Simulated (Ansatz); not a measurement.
H$_{4}$GeO$_{4}$, charge +1, doublet, at a GFN2-xTB geometry of the parent state (a state made from the parent by changing its charge; the spin is typed, not shown lowest); Ansatz (a quantum-chemistry and plane-wave program) with B3LYP/STO-3G.

Input for Ansatz:
Ansatz 0.2 input:
```yaml
crystal:
  periodic: [false, false, false]
  atoms:
    - {symbol: O, position_ang: [0.44519076, 1.38571413, -0.91927939]}
    - {symbol: Ge, position_ang: [0.00000000, 0.00000000, -0.00000000]}
    - {symbol: O, position_ang: [-1.13601460, 0.32509191, 1.25190220]}
    - {symbol: O, position_ang: [-0.73932779, -1.11515839, -1.08318477]}
    - {symbol: O, position_ang: [1.43015163, -0.59564765, 0.75056195]}
    - {symbol: H, position_ang: [-0.18487743, 1.66571503, -1.58029968]}
    - {symbol: H, position_ang: [-0.77892530, 0.72111562, 2.04435832]}
    - {symbol: H, position_ang: [-1.25572769, -1.80853506, -0.67711313]}
    - {symbol: H, position_ang: [2.21953042, -0.57829559, 0.21305449]}
basis:
  gaussian:
    orbitals: STO-3G
hamiltonian:
  xc: b3lyp
total_charge: 1
magnetization: {spin_polarized: false, initial_magnetization: 1}
```

**Question.** Predict the main parts of the log of this Ansatz run.

**Answer.** 
```
Functional definition: B3LYP
531 factors; integrals over basis functions are off by at most 4.5e-5 eV
mean field evaluation 1: about -63972.9023 eV, gradient 7.8e1 eV
mean field evaluation 2: about -63972.8838 eV, gradient 7.8e1 eV
mean field evaluation 4: about -63991.7267 eV, gradient 4.1e1 eV
mean field evaluation 8: about -63996.2177 eV, gradient 1.8e1 eV
mean field evaluation 16: about -63997.6917 eV, gradient 1.6e-1 eV
mean field evaluation 32: about -63997.8964 eV, gradient 2.3e-5 eV
mean field evaluation 64: about -63970.2530 eV, gradient 2.2e1 eV
mean field evaluation 96: about -63997.8916 eV, gradient 7.8e-1 eV
mean field -63997.89637937 eV, -2351.8793126097 hartree, gradient 2.7e-6 eV, S^2 0.750000; 5 other end points of the search recorded, 0 dependent functions left out
reference -63997.89657934 eV, -2351.8793199583 hartree; 34, 33 occupied and 8, 9 virtual orbitals, 531 factors
Total energy: -63997.89657934 eV, -2351.8793199583 hartree
```
